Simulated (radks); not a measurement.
Species: the gold ion Au+. Configuration: [Xe] 4f14 5d10. All-electron calculation, Dirac Kohn-Sham, BLYP, spin-unpolarised, spherical densities, finite nucleus; Fermi nuclear charge, rms radius 5.4371 fm. Program: a radial shooting solver on a logarithmic mesh with Libxc functionals. Some entries of the table are withheld. Estimate them.

orbital,occ.,eigenvalue (eV),<r> (bohr),r(max) (bohr)
1s1/2,2,-80625.80,0.01687,0.01042
2s1/2,2,-14222.19,0.07047,0.06039
2p1/2,2,-13643.55,0.05798,0.04446
2p3/2,4,-11807.54,0.06653,0.05183
3s1/2,2,-3362.701,0.1833,0.1699
3p1/2,2,-3101.424,0.1736,0.1586
3p3/2,4,-2696.305,0.1893,0.1736
3d3/2,4,-2260.646,0.1648,0.1352
3d5/2,6,-2173.561,0.1696,0.1393
4s1/2,2,-736.1279,0.4070,0.3832
4p1/2,2,-624.5121,0.4094,(1)
4p3/2,4,-527.3227,0.4435,(2)
4d3/2,4,-344.2694,0.4519,0.4051
4d5/2,6,-326.1706,0.4631,0.4146
5s1/2,2,-116.5507,0.9279,0.8488
4f5/2,6,(3),0.4954,0.3731
4f7/2,8,(4),0.5024,0.3777
5p1/2,2,-80.3383,1.004,0.8970
5p3/2,4,-63.8264,1.104,0.9775
5d3/2,4,-16.2162,1.541,1.193
5d5/2,6,-14.6509,1.613,1.234
6s1/2,0,-13.3211,2.655,2.250
6p1/2,0,-7.6232,3.393,(5)
6p3/2,0,-6.6259,3.760,(6)

Answer. 
(1) 4p1/2 r(max) (bohr): 0.3814
(2) 4p3/2 r(max) (bohr): 0.4122
(3) 4f5/2 eigenvalue (eV): -91.4231
(4) 4f7/2 eigenvalue (eV): -87.6114
(5) 6p1/2 r(max) (bohr): 2.808
(6) 6p3/2 r(max) (bohr): 3.146
